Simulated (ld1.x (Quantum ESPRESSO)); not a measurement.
## An all-electron radial function and its pseudo partner (P (Z = 15))

Columns: radius, all-electron u(r) and pseudo u(r) of the 3p shell (level -5.61 eV) of phosphorus in the configuration [Ne] 3s2 3p3; LDA (PZ), non-relativistic, RRKJ scheme, ld1.x (Quantum ESPRESSO) 7.5.

```csv
r (bohr),all-electron,pseudo
0.072,0.0835,-0.0030
0.145,0.2038,-0.0120
0.217,0.2791,-0.0267
0.290,0.3014,-0.0471
0.362,0.2798,-0.0722
0.435,0.2269,-0.1023
0.507,0.1555,-0.1358
0.580,0.0727,-0.1732
0.652,-0.0129,-0.2127
0.725,-0.0993,-0.2547
0.798,-0.1822,-0.2981
0.870,-0.2586,-0.3414
0.942,-0.3286,-0.3847
1.015,-0.3925,-0.4277
1.088,-0.4490,-0.4691
1.160,-0.4976,-0.5078
1.232,-0.5393,-0.5435
1.305,-0.5751,-0.5762
1.378,-0.6045,-0.6046
1.450,-0.6278,-0.6278
1.522,-0.6460,-0.6460
1.595,-0.6598,-0.6598
1.668,-0.6691,-0.6691
1.740,-0.6746,-0.6746
1.812,-0.6767,-0.6767
1.885,-0.6758,-0.6758
```

Question: How many radial nodes do the two functions have?

Answer: The all-electron 3p function has n − l − 1 = 1; the pseudo-wave has 0, since the states of the same l below it are removed with the core.

Question: At about which radius was the pseudo-wave matched?

Answer: 1.45 bohr, where the columns begin to agree (steps of 0.07 bohr).

Question: Is the pseudo-wave norm-conserving?

Answer: Yes: the RRKJ scheme keeps the norm inside the radius equal to the all-electron one, which fixes the energy derivative of the logarithmic derivative at the level.
